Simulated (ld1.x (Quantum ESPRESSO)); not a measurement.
## nickel: one change to a TM potential, before and after

* Element: nickel (Ni)
* Generator: ld1.x (Quantum ESPRESSO) 7.5
* Type: norm-conserving Troullier–Martins (Kleinman–Bylander form)
* Functional: PBE
* Relativity: fully relativistic
* Frozen core: [Ne]
* Valence charge: 18
* Reference configuration: 3s2 3p6 3d8 4s2 4p0
* Partial waves: 3s (bound): rc 0.95 bohr; 3p (bound): rc 0.95 bohr; 3d (bound): rc 1.35 bohr
* Local potential: the d channel
* Core correction: none

Open shells are filled in proportion to 2j + 1 (rel_dist='average').

Occupied shells without a wave of their own: 4s. They enter only through the test configuration that unscreens the potential.

All-electron outer shells of the reference configuration (PBE, scalar-relativistic, ld1.x):

```csv
shell,level (eV),outermost node (bohr),outermost maximum (bohr)
2s,-981.83,0.07,0.21
2p,-844.68,–,0.16
3s,-111.06,0.30,0.64
3p,-71.39,0.27,0.65
3d,-8.87,–,0.63
4s,-5.64,0.92,2.24
4p,-1.22,1.00,3.17
```

Change: wave 3d (bound): rc 1.35 bohr becomes 3d (bound): rc 1.92 bohr.

Cutoffs: the cutoffs (Ry, on a coarse ladder) from which the occupation-weighted sum of valence levels, in a spherical-Bessel basis at the reference potential, stays within 10 and 1 mRy of its value at 400 Ry; they do not see the model core or the augmentation charge, which bear on the density cutoff. Errors are all-electron minus pseudo energies relative to the spin-unpolarised reference configuration.

**Question.** How do hardness, ghosts and transferability respond?

**Answer.** The potential gets softer (180 Ry and 300 Ry → 160 Ry and 260 Ry); of the 7 tests that both files solve, the error grows in 7 and shrinks in 0 by more than 15 % and 0.3 meV (median size 86.7 → 270.3 meV); neither file shows a bound ghost at the reference potential, the only one tested. A larger radius leaves more room for a smooth pseudo-wave, so fewer plane waves are needed. More of the atom is replaced by a form fitted at one configuration, so other configurations suffer. In the base the local d channel has no projectors, so it cannot carry the spin–orbit splitting, and the file is wrong for that shell. In the changed file the local d channel has no projectors, so it cannot carry the spin–orbit splitting, and the file is wrong for that shell.

| quantity | base | changed |
| --- | --- | --- |
| cutoff, loose | 180 Ry | 160 Ry |
| cutoff, tight | 300 Ry | 260 Ry |
| loose cutoff by channel (10 mRy a level) | s 140 Ry, p 70 Ry, d 120 Ry | s 140 Ry, p 70 Ry, d 70 Ry |
| bound ghosts | none | none |
| largest miss of a reference level, eV | 0.14 | 0.14 |
| error for 3s2 3p6 3d8 4s1 4p0, meV [ΔE 9.32 eV] | +51 | +88 |
| error for 3s2 3p6 3d8 4s0 4p0, meV [ΔE 26.67 eV] | +95 | -223 |
| error for 3s2 3p6 3d7 4s0 4p0, meV [ΔE 64.14 eV] | -87 | -1577 |
| error for 3s2 3p6 3d8 4s1.5 4p0, meV [ΔE 3.72 eV] | +24 | +64 |
| error for 3s2 3p6 3d8 4s0 4p2, meV [ΔE 9.50 eV] | -191 | -1202 |
| error for 3s1 3p6 3d8 4s2 4p0, meV [ΔE 119.39 eV] | -31 | +270 |
| error for 3s2 3p6 3d9 4s0 4p0, meV [ΔE 6.32 eV] | +149 | +642 |

Changed file: These tests converged, but a pseudo level misses the all-electron one widely, so the file describes the atom poorly there or has found another state: 3s2 3p6 3d8 4s0 4p2: 3d by 2.1 eV. The 4s level has no wave, so the channel is fitted at the deeper level alone: the likely source of the large errors.
